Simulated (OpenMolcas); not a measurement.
# Ionisation energies of lead

* Program: OpenMolcas 26.06
* Basis: ANO-RCC [11s10p9d6f4g]
* Scalar Hamiltonian: DKH2, point nucleus
* Spin-orbit coupling: state interaction with AMFI integrals over the reference wave functions, term energies averaged over their components

Active shells in each charge state: the valence s, p shells, with orbitals averaged over the low states. Where CASPT2's correlated closed shells are named, they are those of the first ion.

A. CASSCF
B. SS-CASPT2, IPEA 0.25 Eh, imaginary shift 0.1 Eh (closed shells correlated: 4f 5s 5p 5d)

Energies in eV between the lowest computed levels (charge -1 gives the electron affinity), named as in B; reference values from the NIST Atomic Spectra Database with their kind.

```json
{"From": "Pb- 6s² 6p³ ⁴S°_3/2", "To": "Pb 6s² 6p² ³P₀", "A": "-0.255", "B": "0.354", "Spin-orbit share in B": "-0.975", "Reference": ""}
{"From": "Pb 6s² 6p² ³P₀", "To": "Pb+ 6s² 6p ²P°_1/2", "A": "6.546", "B": "7.294", "Spin-orbit share in B": "+0.205", "Reference": "7.417 (measured)"}
{"From": "Pb+ 6s² 6p ²P°_1/2", "To": "Pb2+ 6s² ¹S₀", "A": "13.846", "B": "14.902", "Spin-orbit share in B": "+1.047", "Reference": "15.032 (measured)"}
{"From": "Pb2+ 6s² ¹S₀", "To": "Pb3+ 6s ²S_1/2", "A": "30.434", "B": "31.782", "Spin-orbit share in B": "+0.000", "Reference": "31.937 (measured)"}
{"From": "Pb3+ 6s ²S_1/2", "To": "Pb4+ 5d¹⁰ ¹S₀", "A": "40.489", "B": "42.370", "Spin-orbit share in B": "+0.000", "Reference": "42.333 (measured)"}
```

Error against the reference values, in %:

| From | Reference | A | B |
| --- | --- | --- | --- |
| Pb | measured | -11.7 | -1.7 |
| Pb+ | measured | -7.9 | -0.9 |
| Pb2+ | measured | -4.7 | -0.5 |
| Pb3+ | measured | -4.4 | +0.1 |

Mean absolute error over the 4 measured values: A 1.35 eV, B 0.11 eV. B lies closest.

No diffuse functions were added, so the electron affinity comes out too small, and without dynamic correlation a bound anion can come out unbound.

° marks odd parity.
